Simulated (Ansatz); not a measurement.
`B[NH][GaH][F]` + HI → `[F][GaH][I]` + `BN` at 600 K and 1 bar (ligand exchange at a Ga–N bond).

Isolated molecules relaxed with PBE0-D4/def2-TZVP in Ansatz; ΔE leaves out vibrations. CCSD(T)/CBS is the MP2 limit (def2-TZVPP, def2-QZVPP) plus CCSD(T) − MP2 in def2-TZVPP, frozen cores. This one scheme is used for every species. def2 core potentials past Kr. For Ga, I outer-core shells are correlated without core-valence functions, which leaves a few kJ/mol of doubt a bond. Scalar relativity is left out up to krypton. One conformer a species, not always the lowest.

```tsv
species	CCSD(T)/CBS energy (Eh)	H − E (kJ/mol)	S (J/(mol·K))
`B[NH][GaH][F]`	-2105.72573	174.8	399.6
HI	-298.03592	31.6	227.0
`[F][GaH][I]`	-2321.86103	59.9	361.8
`BN`	-81.93499	155.9	270.2
```

H − E and S are ideal-gas, rigid-rotor, harmonic terms from PBE0-D4/def2-TZVP, for one conformer and one mirror image of each species. 1 Eh = 2625.50 kJ/mol, R = 8.31446 J/(mol·K).

Task: By hand: ΔE, ΔH, ΔS and ΔG.

Result: ΔE = (-2321.86103) + (-81.93499) − (-2105.72573) − (-298.03592) = -0.03437 Eh = -90.2 kJ/mol. Δ(H − E) = 59.9 + 155.9 − 174.8 − 31.6 = 9.4, so ΔH = -80.8 kJ/mol. ΔS = 361.8 + 270.2 − 399.6 − 227.0 = 5.4 J/(mol·K). ΔG = -80.8 − 600 × (5.4)/1000 = -84.0 kJ/mol.

Task: By hand: the equilibrium constant, and the temperature at which ΔG would vanish if ΔH and ΔS stayed fixed.

Result: log₁₀ K = −ΔG/(RT ln 10) = 7.3. ΔH and −TΔS have one sign here, so there is no such temperature. One of them is within its doubt of zero, so this could turn.

The number of gas molecules stays the same, so ΔS is small and ΔH decides. A doubt of 5 kJ/mol in ΔE shifts log₁₀ K by 0.4 here. Other conformers and mirror images would add mixing entropy, several J/(mol·K) or more a flexible species. These are equilibria of isolated gas molecules and say nothing of rates. Largest T1 diagnostic: 0.014 (customary marks: 0.02 for closed shells, 0.045 for open ones).
